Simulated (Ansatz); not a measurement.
# Two structures, one formula

Two relaxed structures of AlBH₃OF, singlet (PBE0-D4/def2-TZVP; forces vanish, vibrations not checked).

A:

```xyz
7
angstrom
B -0.1513 0.9497 -0.6101
Al 0.2864 -1.1499 -0.2429
O 1.7271 -1.5683 0.5571
F 0.7360 1.8581 -0.2200
H -0.6317 -2.3718 -0.6582
H -1.1341 1.4072 -1.1420
H 2.3619 -0.9185 0.8553
```

B:

B1  (-1.243, 1.032, 0.036)
Al2  (0.471, 0.284, -0.851)
O3  (1.117, -1.345, 0.140)
F4  (0.740, -0.544, -2.286)
H5  (1.443, -1.990, -0.503)
H6  (-1.367, 2.054, 0.659)
H7  (1.754, -1.262, 0.857)
(Å)

Ansatz 0.2.0; basis: def2-TZVPP; cores frozen in the correlated methods. B3LYP uses VWN-RPA correlation.

Which structure is lower at CCSD(T), and by how much? (An estimate is asked for; the value comes from the calculation.)

Computed: A, by 64.37 kcal/mol (electronic energy, against the other). By their contacts, A is AlBH₃OF ([OH][AlH][BH][F]) and B is AlBH₃OF ([BH][Al]([OH2])[F]).

All methods give the same order:

```csv
method,E(B) − E(A) (kcal/mol)
PBE-D4,65.11
r2SCAN-D4,67.70
PBE0-D4,68.31
B3LYP-D4,68.70
wB97M-V,70.66
HF,76.76
MP2,70.82
CCSD,66.37
CCSD(T),64.37
```

The T1 diagnostic stays at or below 0.018. The restricted Hartree–Fock reference is unstable towards an unrestricted one at one or more of these structures.

Labels in which every atom is bracketed show which atoms are joined, not bond orders.

For scale, one of the runs: CCSD(T)/def2-TZVPP, 177 basis functions, launched by `ansatz run in.yaml --threads 2 --pin off --events-out ev --progress --plain --max-ram 4352MiB`. Hardware: 2 CPU threads of an Arm Neoverse V2, shared host. Wall time 47 s; peak host memory 1.7 GiB.
